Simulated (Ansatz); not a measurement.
Cost and result for the atomization energy of C3H6Zn (10 atoms, 8 bonds).

Z-matrix (Å, degrees):
```
C
C 1 1.489
H 1 1.096 2 110.9
H 1 1.094 2 111.1 3 118.3
H 1 1.092 2 111.5 3 -120.6
C 2 1.326 1 125.1 3 119.1
H 2 1.088 1 116.2 3 -60.3
H 6 1.086 2 121.4 1 0.8
H 6 1.084 2 121.6 1 -179.6
Zn 3 3.480 1 102.8 2 -57.6
```

Charge 0, multiplicity 1. For Zn the d shell is correlated and the shells below it are frozen. Scalar relativity is left out up to krypton. The bonds changed during the relaxation, so this is another structure than the one it started from. Geometry: relaxed with PBE0-D4/def2-TZVP. Program: Ansatz. All runs use 4 threads of an Arm Neoverse V1 on a shared host. Times are those of one run each, without the atoms' runs, and a repeat can differ threefold. Electronic energies, without spin–orbit coupling; frozen cores. CCSD(T)/CBS adds CCSD(T) − MP2 in def2-TZVPP to the MP2 limit, and its time is that of the two runs behind it. T1 = 0.013. With those shells the extrapolation isn't a true limit.

CCSD(T)/CBS is a level of theory with its own doubt, some kJ/mol a heavy atom from the limit and from the frozen cores, so smaller differences don't rank the functionals.

| level | functions | wall time | atomization (kcal/mol) | difference from CCSD(T)/CBS | per bond |
| --- | --- | --- | --- | --- | --- |
| LDA (SPW92)/def2-TZVPP | 241 | 1.3 s | 972.9 | 111.9 | 14.0 |
| BLYP-D4/def2-TZVPP | 241 | 2.2 s | 861.9 | 0.9 | 0.1 |
| PBE-D4/def2-TZVPP (with forces) | 241 | 2.4 s | 878.9 | 17.9 | 2.2 |
| PBE0-D4/def2-TZVPP | 241 | 2.9 s | 867.5 | 6.5 | 0.8 |
| BHLYP-D4/def2-TZVPP | 241 | 2.9 s | 844.6 | -16.4 | -2.0 |
| CAM-B3LYP-D4/def2-TZVPP | 241 | 3.2 s | 866.2 | 5.2 | 0.7 |
| CCSD(T)/def2-SVP | 103 | 3.9 s | 829.2 | -31.8 | -4.0 |
| r2SCAN-D4/def2-TZVPP (with forces) | 241 | 4.4 s | 863.1 | 2.1 | 0.3 |
| B2PLYP/def2-TZVPP | 241 | 4.9 s | 854.7 | -6.3 | -0.8 |
| PBE-QIDH/def2-TZVPP | 241 | 6 s | 859.0 | -2.0 | -0.3 |
| MP2/def2-QZVPP | 451 | 20 s | 860.9 | -0.1 | 0.0 |
| CCSD(T)/def2-TZVPP | 241 | 110 s | 843.1 | -17.9 | -2.2 |
| CCSD(T)/CBS(def2) | – | 2.2 min | 861.0 | 0.0 | 0.0 |

From PBE to PBE0 (25 % exact exchange), in def2-TZVPP and without D4, the atomization energy moves by −10.8 kcal/mol: exact exchange takes away binding that semilocal exchange gives to molecules. In def2-TZVPP, CCSD(T) changes the Hartree–Fock value by +190.1 kcal/mol (the triples alone add +10.6 kcal/mol) and MP2 by +197.3 kcal/mol; breaking electron pairs costs correlation energy, which Hartree–Fock lacks. Leaving LDA and LC-ωPBE aside and taking each functional with its dispersion term where it has one, the values spread over 34.3 kcal/mol, from BHLYP-D4 to PBE-D4. LDA lies +98.4 kcal/mol from PBE without D4, its usual overbinding.
